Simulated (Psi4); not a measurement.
Cl3OSi (SMILES [O][Si](Cl)(Cl)Cl), doublet, at a GFN2-xTB geometry; B3LYP/6-31G** (Psi4).

Here is a job for Psi4.
```
memory 2 GB

molecule mol {
0 2
O     0.044992   -0.010084    1.979471
Si    0.010409   -0.002333    0.457979
Cl    1.758129   -0.614132   -0.479551
Cl   -0.360113    1.842008   -0.418892
Cl   -1.427762   -1.221209   -0.410231
}

set {
  basis 6-31g**
  reference uks
  ints_tolerance 1e-8
}

energy('b3lyp')
print_variables()
```

What the program printed (banner, timings and long lists left out):

```
   => Loading Basis Set <=

    Name: 6-31G**
    Role: ORBITAL
    Keyword: BASIS

         ---------------------------------------------------------
                                   SCF
               by Justin Turney, Rob Parrish, Andy Simmonett
                          and Daniel G. A. Smith
                              UKS Reference
         ---------------------------------------------------------

  ==> Geometry <==

    Molecular point group: c1
    Full point group: C1

    Geometry (in Angstrom), charge = 0, multiplicity = 2:

       Center              X                  Y                   Z               Mass
    ------------   -----------------  -----------------  -----------------  -----------------
         O            0.045188996107    -0.010128159880     1.988125807194    15.994914619570
         SI           0.010605996107    -0.002377159880     0.466633807194    27.976926534650
         CL           1.758325996107    -0.614176159880    -0.470896192806    34.968852682000
         CL          -0.359916003893     1.841963840120    -0.410237192806    34.968852682000
         CL          -1.427565003893    -1.221253159880    -0.401576192806    34.968852682000

  Running in c1 symmetry.

  Rotational constants: A =      0.06186  B =      0.06186  C =      0.04581 [cm^-1]
  Rotational constants: A =   1854.37288  B =   1854.37223  C =   1373.36488 [MHz]
  Nuclear repulsion =  433.038226255538916

  Charge       = 0
  Multiplicity = 2
  Electrons    = 73
  Nalpha       = 37
  Nbeta        = 36

  ==> Algorithm <==

  SCF Algorithm Type is DF.
  DIIS enabled.
  MOM disabled.
  Fractional occupation disabled.
  Guess Type is SAD.
  Energy threshold   = 1.00e-06
  Density threshold  = 1.00e-06
  Integral threshold = 1.00e-08

  ==> Primary Basis <==

  Basis Set: 6-31G**
    Blend: 6-31G**
    Number of shells: 38
    Number of basis functions: 91
    Number of Cartesian functions: 91
    Spherical Harmonics?: false
    Max angular momentum: 2

  ==> DFT Potential <==

   => LibXC <=

    Version 7.1.2
    S. Lehtola, C. Steigemann, M. J. T. Oliveira, and M. A. L. Marques,  SoftwareX 7, 1–5 (2018) (10.1016/j.softx.2017.11.002)

   => Composite Functional: B3LYP <=

    B3LYP Hyb-GGA Exchange-Correlation Functional

    P. J. Stephens, F. J. Devlin, C. F. Chabalowski, and M. J. Frisch,  J. Phys. Chem. 98, 11623 (1994) (10.1021/j100096a001)

    Deriv               =              1
    GGA                 =           TRUE
    Meta                =          FALSE

    Exchange Hybrid     =           TRUE
    MP2 Hybrid          =          FALSE

   => Exchange Functionals <=

    0.0800   Slater exchange
    0.7200         Becke 88

   => Exact (HF) Exchange <=

    0.2000               HF

   => Correlation Functionals <=

    0.1900   Vosko, Wilk & Nusair (VWN5_RPA)
    0.8100   Lee, Yang & Parr

   => LibXC Density Thresholds  <==

    XC_HYB_GGA_XC_B3LYP:  1.00E-15

   => Molecular Quadrature <=

    Radial Scheme          =       TREUTLER
    Pruning Scheme         =           NONE
    Nuclear Scheme         =       TREUTLER

    Blocking Scheme        =         OCTREE
    BS radius alpha        =              1
    Pruning alpha          =              1
    Radial Points          =             75
    Spherical Points       =            302
    Total Points           =         105898
    Total Blocks           =            877
    Max Points             =            256
    Max Functions          =             87
    Weights Tolerance      =       1.00E-15

   => Loading Basis Set <=

    Name: (6-31G** AUX)
    Role: JKFIT
    Keyword: DF_BASIS_SCF

  ==> Integral Setup <==

  SCF_SUBTYPE=INCORE selected. In-core MEM_DF algorithm will be used.
  Using in-core AOs.

  ==> MemDFJK: Density-Fitted J/K Matrices <==

    J tasked:                   Yes
    K tasked:                   Yes
    wK tasked:                   No
    Algorithm:                 Core
    Schwarz Cutoff:           1E-08
[...]
    Irrep   Nso     Nmo
   -------------------------
     A         91      91
   -------------------------
    Total      91      91
   -------------------------

  ==> Iterations <==

                           Total Energy        Delta E     RMS |[F,P]|

   @DF-UKS iter SAD: -1745.28317092055477   -1.74528e+03   0.00000e+00
   @DF-UKS iter   1: -1745.02558430061367    2.57587e-01   9.38364e-03 DIIS/ADIIS
   @DF-UKS iter   2: -1740.73108911805457    4.29450e+00   2.87896e-02 DIIS/ADIIS
   @DF-UKS iter   3: -1745.23009698116903   -4.49901e+00   6.45376e-03 DIIS/ADIIS
   @DF-UKS iter   4: -1745.35510829832265   -1.25011e-01   2.69656e-03 DIIS/ADIIS
   @DF-UKS iter   5: -1745.38138591690699   -2.62776e-02   1.02485e-03 DIIS/ADIIS
   @DF-UKS iter   6: -1745.38491250501215   -3.52659e-03   5.73906e-04 DIIS/ADIIS
   @DF-UKS iter   7: -1745.38639731274020   -1.48481e-03   1.03078e-04 DIIS/ADIIS
   @DF-UKS iter   8: -1745.38643244578589   -3.51330e-05   6.33071e-05 DIIS
   @DF-UKS iter   9: -1745.38645014418012   -1.76984e-05   1.99088e-05 DIIS
   @DF-UKS iter  10: -1745.38645265673699   -2.51256e-06   5.34221e-06 DIIS
   @DF-UKS iter  11: -1745.38645290366640   -2.46929e-07   2.52046e-06 DIIS
   @DF-UKS iter  12: -1745.38645297294602   -6.92796e-08   6.26669e-07 DIIS
  Energy and wave function converged.

  ==> Post-Iterations <==

   Electrons on quadrature grid:
      Nalpha   =   37.0000018131 ; deviation = 1.813e-06
      Nbeta    =   36.0000006447 ; deviation = 6.447e-07
      Ntotal   =   73.0000024578 ; deviation = 2.458e-06

   @Spin Contamination Metric:   5.584890635E-03
   @S^2 Expected:                7.500000000E-01
   @S^2 Observed:                7.555848906E-01
   @S   Expected:                5.000000000E-01
   @S   Observed:                5.000000000E-01

    Orbital Energies [Eh]
    ---------------------

    Alpha Occupied:

[...]
      37A     -0.338670

    Alpha Virtual:

[...]
    Beta Occupied:

[...]
    Beta Virtual:

[...]
      91A      4.273195

    Final Occupation by Irrep:
              A
    DOCC [    36 ]
    SOCC [     1 ]
    NA   [    37 ]
    NB   [    36 ]

  @DF-UKS Final Energy: -1745.38645297294602

   => Energetics <=

    Nuclear Repulsion Energy =            433.0382262555389161
    One-Electron Energy =               -3272.9953118009652826
    Two-Electron Energy =                1186.6905762941275952
    DFT Exchange-Correlation Energy =     -92.1199437216473456
    Empirical Dispersion Energy =           0.0000000000000000
    VV10 Nonlocal Energy =                  0.0000000000000000
    Total Energy =                      -1745.3864529729460173

  UHF NO Occupations:
  HONO-2 :   35  A 1.9996635
  HONO-1 :   36  A 1.9980061
  HONO-0 :   37  A 1.0000000
  LUNO+0 :   38  A 0.0019939
  LUNO+1 :   39  A 0.0003365
  LUNO+2 :   40  A 0.0002377
  LUNO+3 :   41  A 0.0001350

Computation Completed

Properties will be evaluated at   0.000000,   0.000000,   0.000000 [a0]

Properties computed using the SCF density matrix

 Multipole Moments:

 ------------------------------------------------------------------------------------
     Multipole            Electronic (a.u.)      Nuclear  (a.u.)        Total (a.u.)
 ------------------------------------------------------------------------------------

 L = 1.  Multiply by 2.5417464519 to convert [e a0] to [Debye]
 Dipole X            :         -0.0621349            0.0271378           -0.0349970
 Dipole Y            :          0.1872578           -0.0060824            0.1811754
 Dipole Z            :         -1.2194277            1.1939609           -0.0254667
 Magnitude           :                                                    0.1862737

 ------------------------------------------------------------------------------------

  Variable Map:
  ----------------------------------------------------------------------------
[...]
  Array Variable Map:
  ----------------------------------------------------------------------------
[...]
[...]
```
